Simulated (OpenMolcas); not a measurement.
**Levels of Rh2+ by method**

* Program: OpenMolcas 26.06
* Basis: ANO-RCC-VQZP [8s7p5d3f2g1h]
* Scalar Hamiltonian: DKH2, point nucleus
* Active space: 7 electrons in 6 orbitals (4d 5s)
* State averaging: 2S+1 = 4 even, 60 roots; 2S+1 = 6 even, 5 roots kept (CI in the orbitals of an earlier block); 2S+1 = 2 even, 110 roots kept (CI in the orbitals of an earlier block)
* Spin-orbit coupling: state interaction with AMFI integrals over the reference wave functions, term energies averaged over their components

Methods on the same reference wave functions:
A. CASSCF
B. SS-CASPT2, IPEA 0.25 Eh, imaginary shift 0.1 Eh (closed shells correlated: 4s 4p)
C. MS-CASPT2, IPEA 0.25 Eh, imaginary shift 0.1 Eh (closed shells correlated: 4s 4p)

Energies in cm-1 above 4d7 4F 9/2, the measured ground level; measured values from the list in Shadmi, J. Res. Natl. Bur. Stand. 70A, 435 (1966).

```csv
Level,A,B,C,Measured
4d7 4F 9/2,0.0,0.0,0.0,0.0
4d7 4F 7/2,2207,2250,2250,2148
4d7 4F 5/2,3651,3640,3650,3486
4d7 4F 3/2,4576,4520,4520,4322
4d7 4P 5/2,14862,11240,11200,11062
4d7 4P 3/2 [74 %],14990,11120,11080,10997
4d7 2G 9/2,15884,13060,13070,
4d7 4P 1/2,16423,12720,12680,
4d7 2G 7/2,18051,15210,15220,
4d7 2P 3/2 [51 %],20657,16200,16200,
4d7 2H 11/2,21296,17850,17860,
4d7 2D 5/2(1),22712,18400,18420,
4d7 2P 1/2,23048,18250,18250,
4d7 2H 9/2,23452,20070,20080,
4d7 2D 3/2(1) [69 %],26416,21970,21980,
4d7 2F 5/2,34618,26970,26980,
4d7 2F 7/2,35650,28070,28080,
4d6 5s 6D 9/2,36087,42070,42080,43022
4d6 5s 6D 7/2,37393,43380,43390,44394
4d6 5s 6D 5/2,38274,44240,44250,45278
4d6 5s 6D 3/2,38869,44830,44840,45877
4d6 5s 6D 1/2,39216,45170,45180,
4d6 5s 4D 7/2(1),50931,53270,53290,
4d6 5s 4D 5/2(1),52377,54730,54750,
```

Deviations, from unrounded energies. A percentage is the sum of absolute deviations over the sum of measured energies, with the sign that they share, or ± where signs differ.

| Against measurement | Levels | A | B | C |
| --- | --- | --- | --- | --- |
| mean absolute deviation (cm-1) | 9 | 4000 | 530 | 520 |
| fine structure of the ground term (%) | 3 | +4.8 | +4.5 | +4.7 |
| other terms of the ground configuration (%) | 2 | +35.3 | +1.4 | +1.0 |
| other configurations (%) | 4 | -15.7 | -2.3 | -2.2 |

B, C lie about equally close to measurement and A furthest from it. The largest miss of C in the table is 4d6 5s 6D 3/2, by -1000 cm-1. The ranking rests on the paired levels alone, and a cruder setting can come out closer through cancelling errors.

Between B and C the level of the table that moves most is 4d7 4P 1/2, by 45 cm-1 (lowest in C, highest in B). Moves below CASPT2's spread within the term are not significant.

The mean deviations of B to C differ by less than CASPT2's widest spread within a term (1500 cm-1), so their order carries little weight.

From A to B the spin-free energies of the other terms of 4d7 shown, above 4F, scale by factors of 0.73 to 0.82, as is usual when dynamic correlation screens the repulsion within a d or f shell.

The lowest spin-free term lies below A's lowest term by 0.551 hartree in B, 0.551 hartree in C.

CASPT2 breaks the degeneracy within a term, and the mean is taken; among the terms shown or strongly mixed into the levels shown the widest spread is 1500 cm-1 (4d7 4F, C). Terms from blocks run as CI alone lack orbitals of their own. A single d shell beside an s shell can misplace configurations of different d count against each other. Without dynamic correlation excited terms often stand tens of per cent too high (terms of higher spin than the ground term too low), and those without a measured partner can miss by more than the paired ones (holds for A). Blocks of more than 70 roots (2S+1 = 2 even) ran without multistate coupling (holds for C). Measured partners are found by configuration, term and J. A level has none where our copy of the source lacks it or the pairing is in doubt (some pairs that miss far off the trend of their configuration count as doubtful), and it then counts in no deviation. Only configurations of the active space appear. Levels that lie high or do not pair safely by name in every column are left out.

A share in square brackets marks a mixed level and gives the weight of the term that names it, the lowest over the columns. A number in round brackets counts repeated terms of one configuration in the order of the reference energies.
